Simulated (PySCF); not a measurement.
Isomers of CH10Si3, one GFN2-xTB conformer each. Single-point energies are computed at PBE0/pcSseg-1 (PySCF, gas phase, no added dispersion term), electronic only.

| SMILES | GFN2-xTB relative energy (kJ/mol) |
| --- | --- |
| C[SiH]([SiH3])[SiH3] | 50.2 |
| [SiH3]C([SiH3])[SiH3] | 0.0 |

Problem. What does PBE0/pcSseg-1 give for the same structures?

Solution. 
```csv
SMILES,PBE0/pcSseg-1 E (Eh),PBE0/pcSseg-1 (kJ/mol),GFN2-xTB (kJ/mol),point group
C[SiH]([SiH3])[SiH3],-912.13010,0.0,50.2,Cs
[SiH3]C([SiH3])[SiH3],-912.12505,13.2,0.0,C3v
```

GFN2-xTB puts [SiH3]C([SiH3])[SiH3] lowest instead. As drawn, the lower has an Si–Si bond, which the higher lacks.

Problem. Which frontier levels, dipoles and rotational constants go with these structures?

Solution. 
```tsv
SMILES	HOMO (eV, PBE0/pcSseg-1)	LUMO (eV)	dipole (D)	A, B, C (MHz)
C[SiH]([SiH3])[SiH3]	-8.18	-0.42	0.79	3777, 1824, 1358
[SiH3]C([SiH3])[SiH3]	-8.76	0.08	0.52	2771, 2769, 1499
```

Problem. As an exercise, what shares would exp(−E/RT) give at 500 K from these electronic energies alone (no entropy, no degeneracies)?

Solution. RT = 4.157 kJ/mol: C[SiH]([SiH3])[SiH3] 96.0 %, [SiH3]C([SiH3])[SiH3] 4.0 %.
